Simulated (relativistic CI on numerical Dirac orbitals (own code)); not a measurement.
**K+: calculation against measurement**

Method of calculation: Dirac-Coulomb-Breit CI, separate exchange-only KLI orbitals for each configuration, model QED, valence Slater integrals scaled by 0.85, P86 correlation energy added to each configuration (own radial code, finite nucleus).

Configurations in the expansion (outside the closed core [Ne]): 3s²3p⁶, 3s²3p⁵4s, 3s²3p⁵3d, 3s²3p⁵4p, 3s3p⁶3d, 3s²3p⁵5s, 3s²3p⁵4d, 3s²3p⁵5p, 3s²3p⁵4f, 3s²3p⁵6s, 3s²3p⁵5d, 3s²3p⁵6p, 3s²3p⁵5f, 3s²3p⁵5g, 3s²3p⁵6d. Double excitations out of closed p, d and f shells are left out; levels of such configurations are missing from the list, as are those of other unlisted configurations, and high levels can miss mixing partners.

```
Configuration  Term (tabulated)  J  Measured (cm⁻¹)  Computed  Error  Purity (%)
       3s²3p⁶                1S  0              0.0         0      0         100
     3s²3p⁵4s               3P°  2         162507.0    163471    964          83
     3s²3p⁵3d               3P°  0         163436.3    164380    944          69
     3s²3p⁵3d               3P°  2         164932.3    166656   1724          82
     3s²3p⁵4s               3P°  0         165149.5    166947   1798          70
     3s²3p⁵4s               1P°  1         166461.5    167825   1363          71
```

Measured levels from NIST Handbook of Basic Atomic Spectroscopic Data (Sansonetti and Martin, J. Phys. Chem. Ref. Data 34, 1559 (2005)); pairs were made by configuration, J and term (by order where the table uses no LS term), so strongly mixed levels may be paired wrongly.

Mean error by configuration (cm⁻¹): 3s²3p⁵4s 1375; 3s²3p⁵3d 1334. Over the excited levels the mean absolute error is 1358 cm⁻¹ (5 of the 7 excited levels that our extract of the source holds in range could be paired, and the others can miss by more), and the median relative error of those above 1,000 cm⁻¹ is 0.82 %.
